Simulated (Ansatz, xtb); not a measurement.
Two structures of CH10BNSi2

Structure a is `BC[SiH2]N[SiH3]`, a singlet and structure b is a singlet given by its coordinates. Both are isolated molecules in the gas phase, relaxed with B3LYP/def2-SVP; the shapes shown needn't be the lowest conformers.

a (Å):

```yaml
atoms:
  - { symbol: C, position_ang: [-3.4326, 0.1068, 1.4729] }
  - { symbol: B, position_ang: [-4.5615, 0.6535, 0.5809] }
  - { symbol: N, position_ang: [-1.2614, 0.6524, -0.5956] }
  - { symbol: Si, position_ang: [-1.7908, 0.9846, 1.0343] }
  - { symbol: Si, position_ang: [0.1979, -0.1126, -1.1793] }
  - { symbol: H, position_ang: [-4.7719, 0.1833, -0.5145] }
  - { symbol: H, position_ang: [-5.2153, 1.6126, 0.9205] }
  - { symbol: H, position_ang: [-3.5621, 0.3261, 2.5475] }
  - { symbol: H, position_ang: [-3.2087, -0.9626, 1.3214] }
  - { symbol: H, position_ang: [-0.7301, 0.4710, 1.9451] }
  - { symbol: H, position_ang: [-1.9664, 2.4495, 1.2690] }
  - { symbol: H, position_ang: [-1.8853, 0.9888, -1.3288] }
  - { symbol: H, position_ang: [0.9280, -0.6488, 0.0027] }
  - { symbol: H, position_ang: [-0.1171, -1.2305, -2.1199] }
  - { symbol: H, position_ang: [1.0913, 0.8374, -1.9114] }
```

b (Å):

| atom | x (Å) | y (Å) | z (Å) |
| --- | --- | --- | --- |
| C | -0.1802 | 1.9673 | 0.3898 |
| B | -1.3917 | 2.4360 | -0.4846 |
| N | -0.5419 | 1.0013 | -0.7390 |
| Si | 0.4904 | 1.0151 | -2.2047 |
| Si | -1.4553 | -0.4782 | -0.3023 |
| H | -2.5217 | 2.2288 | -0.1025 |
| H | -1.2115 | 3.2308 | -1.3799 |
| H | 0.8245 | 2.3873 | 0.2660 |
| H | -0.3167 | 1.5144 | 1.3785 |
| H | 1.1417 | 2.3432 | -2.3067 |
| H | 1.5292 | -0.0505 | -2.0865 |
| H | -0.3746 | 0.7299 | -3.3799 |
| H | -0.4987 | -1.6051 | -0.0933 |
| H | -2.3639 | -0.8080 | -1.4322 |
| H | -2.2036 | -0.2147 | 0.9502 |

Close contacts (Å): C1–B2 1.57, C1–N3 1.53, B2–N3 1.69, N3–Si4 1.79, N3–Si5 1.79, C1–H8 1.10, C1–H9 1.10, B2–H6 1.21, B2–H7 1.21, Si4–H10 1.48, Si4–H11 1.49, Si4–H12 1.49, Si5–H13 1.49, Si5–H14 1.49, Si5–H15 1.48.

Task: Which of the two would you expect CCSD(T)/def2-SVP + ΔMP2/def2-TZVPP electronic energies to favour?

Result: Structure a; the calculation gives E(b) − E(a) = +64.6 kJ/mol.

Level by level:

| level | geometry | E(b) − E(a) (kJ/mol) | departure from the last row (kJ/mol) | job, with rough time for the two |
| --- | --- | --- | --- | --- |
| GFN2-xTB | GFN2-xTB | −24.6 | −89.2 | optimisation, 1.2 s |
| HF/STO-3G | GFN2-xTB | −21.8 | −86.3 | single point, 1.1 s |
| r2SCAN-D4/def2-SVP | GFN2-xTB | +57.6 | −7.0 | single point, 6.5 s |
| B3LYP/def2-SVP | B3LYP/def2-SVP | +69.6 | +5.1 | optimisation, 3.1 min |
| HF/def2-SVP | B3LYP/def2-SVP | +93.8 | +29.2 | part of the CCSD(T) run |
| MP2/def2-SVP | B3LYP/def2-SVP | +47.6 | −16.9 | part of the CCSD(T) run |
| CCSD(T)/def2-SVP | B3LYP/def2-SVP | +46.8 | −17.7 | single point |
| CCSD(T)/def2-SVP + ΔMP2/def2-TZVPP | B3LYP/def2-SVP | +64.6 |  | single point, 84 s |

GFN2-xTB, HF/STO-3G put the two in the other order. The largest departure from CCSD(T)/def2-SVP + ΔMP2/def2-TZVPP is that of GFN2-xTB, 89.2 kJ/mol. The last row adds to CCSD(T) the change of the MP2 difference between the two basis sets, here +17.7 kJ/mol, a large step that makes the value less sure.

With thermal terms from frequencies at re-optimised GFN2-xTB minima (ideal gas, soft modes damped towards free rotors, one conformer each, 298.15 K, 1 atm): on the last row, ΔE + ΔZPE = +65.2, ΔH = +61.8, ΔG = +71.0 kJ/mol.

The correlated steps freeze 13 core orbitals. Codes used: Ansatz 0.2.0, xtb 6.7.1; the last row on 2 threads of Intel(R) Xeon(R) Processor @ 2.70GHz on a shared host.
